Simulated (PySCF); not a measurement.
A structure optimised at B3LYP-D3(BJ)/def2-SVP, used in a PySCF frequency run:

```xyz
8

O     -2.0139    -0.3338     0.0917
C     -0.8333    -0.7080    -0.4370
C      0.3928     0.0331    -0.0489
F      0.3004     0.4162     1.2510
F      1.4906    -0.7168    -0.1974
F      0.5968     1.1680    -0.7589
H     -1.8520     0.1202     0.9349
H     -0.8834    -1.2069    -1.4055
```
Charge 0, spin multiplicity 2.

### Question
Write its SMILES and formula.

### Answer
O[CH]C(F)(F)F, C2H2F3O

### Question
What are its rotational constants (standard atomic weights)?

### Answer
5.4833, 2.8580, 2.8007 GHz
